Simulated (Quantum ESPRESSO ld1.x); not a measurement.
Input (ld1.x (Quantum ESPRESSO 7.5)):

```
 &input
    zed=53.0,
    iswitch=1,
    rel=1,
    lsd=1,
    dft='SLA-VWN',
    config='[Kr] 4d10 5s2 5p4',
    prefix='ld1',
    max_out_wfc=37,
    file_charge='ld1.rho',
 /
```

Command: `OMP_NUM_THREADS=1 ld1.x < ld1.in > ld1.out`

It prints (banner and zero overlaps left out):

```
     Program LD1 v.7.5 starts

     --------------------------- All-electron run ----------------------------

     scalar relativistic calculation

     atomic number is 53.00
     dft =SLA-VWN   lsd =1 sic =0 latt =0  beta=0.20 tr2=1.0E-14
     Exchange-correlation= SLA-VWN
                           (   1   2   0   0   0   0   0)
     mesh =2073 r(mesh) = 100.05380 a.u. xmin = -8.00 dx = 0.00800
     1 Ry =  13.60569312 eV, c = 137.03599908

     n l     nl                  e(Ry)          e(Ha)          e(eV)
     1 0     1S 1( 1.00)     -2422.3691     -1211.1845    -32958.0100
     2 0     2S 1( 1.00)      -374.9326      -187.4663     -5101.2183
     2 1     2P 1( 3.00)      -336.7776      -168.3888     -4582.0932
     3 0     3S 1( 1.00)       -76.2000       -38.1000     -1036.7537
     3 1     3P 1( 3.00)       -63.8346       -31.9173      -868.5134
     4 0     4S 1( 1.00)       -13.9472        -6.9736      -189.7613
     4 1     4P 1( 3.00)       -10.0649        -5.0325      -136.9404
     3 2     3D 1( 5.00)       -45.2617       -22.6309      -615.8173
     4 2     4D 1( 5.00)        -4.4065        -2.2033       -59.9541
     5 0     5S 1( 1.00)        -1.9877        -0.9938       -27.0436
     5 1     5P 1( 3.00)        -1.1805        -0.5902       -16.0611
     1 0     1S 2( 1.00)     -2422.3635     -1211.1817    -32957.9340
     2 0     2S 2( 1.00)      -374.9296      -187.4648     -5101.1770
     2 1     2P 2( 3.00)      -336.7731      -168.3866     -4582.0320
     3 0     3S 2( 1.00)       -76.1950       -38.0975     -1036.6852
     3 1     3P 2( 3.00)       -63.8291       -31.9145      -868.4388
     4 0     4S 2( 1.00)       -13.9362        -6.9681      -189.6121
     4 1     4P 2( 3.00)       -10.0527        -5.0263      -136.7739
     3 2     3D 2( 5.00)       -45.2566       -22.6283      -615.7472
     4 2     4D 2( 5.00)        -4.3870        -2.1935       -59.6885
     5 0     5S 2( 1.00)        -1.8982        -0.9491       -25.8259
     5 1     5P 2( 1.00)        -1.0907        -0.5453       -14.8393

     final scf error:  5.1E-15 reached in  34 iterations

     Etot =  -14220.481107 Ry,   -7110.240553 Ha, -193479.501999 eV
     Total magnetization:    2.00 Bohr mag.

     Ekin =   14923.185178 Ry,    7461.592589 Ha,  203040.277952 eV
     Encl =  -34384.516259 Ry,  -17192.258130 Ha, -467825.176403 eV
     Eh   =    5590.709690 Ry,    2795.354845 Ha,   76065.480382 eV
     Exc  =    -349.859716 Ry,    -174.929858 Ha,   -4760.083930 eV
```

Run on one thread of a shared host, so times are rough (Intel(R) Xeon(R) Processor @ 2.60GHz): 0.68 s of CPU time, 1.5 s wall, 34 iterations on 2073 mesh points.
